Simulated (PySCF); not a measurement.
Simulated absorption spectrum

C₁₁H₈OS.
SMILES: `O=C(C1=CC=CC=C1)C1=CC=CS1`

Method: PySCF, TDDFT wB97X-D/def2-SVPD, vertical, gas phase, core orbitals frozen in the response. Isolated species at its PBE0-D3(BJ)/def2-SVP geometry (one conformer only). Torsions of this conformer, `[O:1]=[C:2]([c:3]1[cH:4][cH:5][cH:6][cH:7][cH:8]1)[c:9]1[cH:10][cH:11][cH:12][s:13]1`: O1–C2–C3–C4 148°, O1–C2–C9–C10 -12°.

Broadening: Gaussians 0.5 eV wide at half height, area fixed by f = 4.319×10⁻⁹ ∫ε dν̃. The width is an assumption, not a result. The curve ends short of the highest state used, and states not computed would add to its high-energy end.

```json
{"λ (nm)": "210.4", "ε (L mol⁻¹ cm⁻¹)": "1962"}
{"λ (nm)": "214.8", "ε (L mol⁻¹ cm⁻¹)": "1511"}
{"λ (nm)": "219.3", "ε (L mol⁻¹ cm⁻¹)": "2595"}
{"λ (nm)": "223.7", "ε (L mol⁻¹ cm⁻¹)": "4964"}
{"λ (nm)": "228.2", "ε (L mol⁻¹ cm⁻¹)": "7808"}
{"λ (nm)": "232.6", "ε (L mol⁻¹ cm⁻¹)": "9845"}
{"λ (nm)": "237.1", "ε (L mol⁻¹ cm⁻¹)": "10705"}
{"λ (nm)": "241.5", "ε (L mol⁻¹ cm⁻¹)": "11010"}
{"λ (nm)": "246.0", "ε (L mol⁻¹ cm⁻¹)": "11893"}
{"λ (nm)": "250.4", "ε (L mol⁻¹ cm⁻¹)": "13780"}
{"λ (nm)": "254.8", "ε (L mol⁻¹ cm⁻¹)": "16078"}
{"λ (nm)": "259.3", "ε (L mol⁻¹ cm⁻¹)": "17600"}
{"λ (nm)": "263.7", "ε (L mol⁻¹ cm⁻¹)": "17326"}
{"λ (nm)": "268.2", "ε (L mol⁻¹ cm⁻¹)": "15155"}
{"λ (nm)": "272.6", "ε (L mol⁻¹ cm⁻¹)": "11869"}
{"λ (nm)": "277.1", "ε (L mol⁻¹ cm⁻¹)": "8290"}
{"λ (nm)": "281.5", "ε (L mol⁻¹ cm⁻¹)": "5291"}
{"λ (nm)": "285.9", "ε (L mol⁻¹ cm⁻¹)": "3093"}
{"λ (nm)": "290.4", "ε (L mol⁻¹ cm⁻¹)": "1648"}
{"λ (nm)": "294.8", "ε (L mol⁻¹ cm⁻¹)": "834"}
{"λ (nm)": "299.3", "ε (L mol⁻¹ cm⁻¹)": "399"}
{"λ (nm)": "303.7", "ε (L mol⁻¹ cm⁻¹)": "197"}
{"λ (nm)": "308.2", "ε (L mol⁻¹ cm⁻¹)": "108"}
{"λ (nm)": "312.6", "ε (L mol⁻¹ cm⁻¹)": "75"}
{"λ (nm)": "317.0", "ε (L mol⁻¹ cm⁻¹)": "65"}
{"λ (nm)": "321.5", "ε (L mol⁻¹ cm⁻¹)": "61"}
{"λ (nm)": "325.9", "ε (L mol⁻¹ cm⁻¹)": "58"}
{"λ (nm)": "330.4", "ε (L mol⁻¹ cm⁻¹)": "54"}
{"λ (nm)": "334.8", "ε (L mol⁻¹ cm⁻¹)": "47"}
{"λ (nm)": "339.3", "ε (L mol⁻¹ cm⁻¹)": "40"}
{"λ (nm)": "343.7", "ε (L mol⁻¹ cm⁻¹)": "32"}
{"λ (nm)": "348.2", "ε (L mol⁻¹ cm⁻¹)": "25"}
{"λ (nm)": "352.6", "ε (L mol⁻¹ cm⁻¹)": "18"}
{"λ (nm)": "357.0", "ε (L mol⁻¹ cm⁻¹)": "13"}
{"λ (nm)": "361.5", "ε (L mol⁻¹ cm⁻¹)": "9"}
{"λ (nm)": "365.9", "ε (L mol⁻¹ cm⁻¹)": "6"}
{"λ (nm)": "370.4", "ε (L mol⁻¹ cm⁻¹)": "4"}
{"λ (nm)": "374.8", "ε (L mol⁻¹ cm⁻¹)": "3"}
{"λ (nm)": "379.3", "ε (L mol⁻¹ cm⁻¹)": "2"}
{"λ (nm)": "383.7", "ε (L mol⁻¹ cm⁻¹)": "1"}
{"λ (nm)": "388.1", "ε (L mol⁻¹ cm⁻¹)": "1"}
{"λ (nm)": "392.6", "ε (L mol⁻¹ cm⁻¹)": "0"}
{"λ (nm)": "397.0", "ε (L mol⁻¹ cm⁻¹)": "0"}
{"λ (nm)": "401.5", "ε (L mol⁻¹ cm⁻¹)": "0"}
```

Q: Locate the maxima and give the states behind the curve.

A: 261 nm (4.75 eV), ε about 18000, made up of S2 (94%) (ε in L mol⁻¹ cm⁻¹; maxima over ε = 5, shares over 10%). At its high-energy end, 5.89 eV, the curve is still rising (ε about 1900, from S5, S6 and S7). The states used: S1 3.84 eV (f 0.0011); S2 4.73 eV (f 0.310); S3 5.01 eV (f 0.013); S4 5.10 eV (f 0.040); S5 5.32 eV (f 0.151); S6 6.14 eV (f 0.038); S7 6.21 eV (f 0.027); S8 6.33 eV (f 0.025); S9 6.47 eV (f 0.051); S10 6.49 eV (f 0.033).

Q: On this curve, what absorbance would a 10⁻⁴ mol/L sample give at 365 nm over a 1 cm path?

A: 365 nm is 3.397 eV, where ε is about 6.7 L mol⁻¹ cm⁻¹, so A = ε c l ≈ 0.00067 (Beer–Lambert, with the gas-phase spectrum and the assumed width).

Q: What would ε be at 4.75 eV, the highest of these maxima, with half the width (0.25 eV)?

A: About 32700 L mol⁻¹ cm⁻¹ against 17700, a factor of about 1.8; a lone state at its own centre would give exactly 2.

Q: Coming from long wavelengths, where does ε first pass 100 L mol⁻¹ cm⁻¹?

A: At about 309 nm (4.01 eV), 0.18 eV above S1.
